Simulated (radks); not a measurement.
Q: Coherent X-ray form factor from a spherical all-electron density. Calculated with a radial shooting solver on a logarithmic mesh with Libxc functionals: scalar-relativistic Kohn-Sham, SCAN, spin-polarised, spherical densities, finite nucleus; meta-GGA in the generalised Kohn-Sham scheme; Fermi nuclear charge, rms radius of each element as measured or else 0.836 A^(1/3) + 0.57 fm.

| sin(theta)/lambda (1/angstrom) | f0 (electrons) |
|---|---|
| 0.05 | 8.957 |
| 0.1 | 8.831 |
| 0.15 | 8.626 |
| 0.2 | 8.351 |
| 0.25 | 8.016 |
| 0.3 | 7.634 |
| 0.4 | 6.780 |
| 0.5 | 5.886 |
| 0.6 | 5.030 |
| 0.8 | 3.610 |
| 1 | 2.650 |
| 1.25 | 1.959 |
| 1.5 | 1.603 |
| 2 | 1.270 |

The species is in the configuration that NIST lists as its ground one. Which atom or ion scatters so?

A: The silicon ion Si5+, [He] 2s2 2p5. Extrapolating in s^2 from the first two rows gives f0(0) = 9.0, near the electron count 9; among species with that count, the fall with angle is slower the higher Z, and the table is that of Z = 14; from so few rows the species is fixed only to a neighbour or two.
